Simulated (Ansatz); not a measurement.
Total energies of Li₇H₇ from Ansatz at PBE-D4/def2-TZVPD, gas phase (1 Eh = 27.2114 eV = 2625.5 kJ/mol). The reference geometry is relaxed at PBE-D4/def2-TZVP.

Cartesian coordinates in Å:
```
Li 0.3188 -2.3722 -0.0671
Li -0.5024 1.8844 -0.9256
Li 0.1508 -0.8840 1.9475
Li 1.7338 0.2041 0.3995
Li 0.1497 -0.2778 -2.1313
Li -1.7103 -0.9971 -0.7004
Li -0.0150 2.2948 1.7278
H 1.5262 -1.5160 0.9000
H -1.4314 0.5064 -1.6295
H -1.1231 -1.5981 0.9108
H -0.6855 3.0097 0.3826
H 0.7702 0.7852 1.9440
H -0.3105 -1.9037 -1.6242
H 1.1288 0.8643 -1.1341
```

```tsv
state	geometry	energy (Eh)
charge 0 singlet	reference	-56.77282
charge -1 doublet	reference	-56.78110
charge -1 doublet	relaxed at PBE-D4/def2-TZVPD	-56.79161
free Li atom (doublet)	–	-7.46192
free H atom (doublet)	–	-0.49962
```

Q: Work out the vertical electron affinity, to the doublet.

A: E(charge 0 singlet) − E(charge -1 doublet) = -56.77282 − (-56.78110) = 0.00828 Eh = 0.23 eV.

Q: How much does the charge -1 doublet relax, and what is the adiabatic electron affinity?

A: Relaxation: -56.78110 − (-56.79161) = 0.01051 Eh = 0.29 eV. Adiabatic electron affinity: 0.01879 Eh = 0.51 eV, without zero-point energy. 

Q: What is the binding energy per atom against free atoms?

A: Atoms: 7 × (-7.46192) + 7 × (-0.49962) = -55.73078 Eh. Binding: -55.73078 − (-56.77282) = 1.04204 Eh = 28.36 eV, or 2.03 eV for each of 14 atoms (no zero-point energy, no counterpoise term).

At PBE-D4/def2-TZVPD the highest occupied level of the charge -1 doublet lies above zero (up to 0.98 eV). By energy differences its removal costs 0.23 eV (vertical, to the charge 0 singlet, at PBE-D4/def2-TZVPD); a positive level beside a positive removal energy at the same level points to self-interaction error. At PBE-D4/def2-TZVPD the highest occupied level of the relaxed charge -1 doublet lies above zero (up to 0.87 eV). By energy differences its removal costs 0.51 eV (each at its own geometry, to the charge 0 singlet, at PBE-D4/def2-TZVPD); the vertical value is larger still, so the positive level points to self-interaction error. 

The structure comes from a short search, and lower isomers may exist.
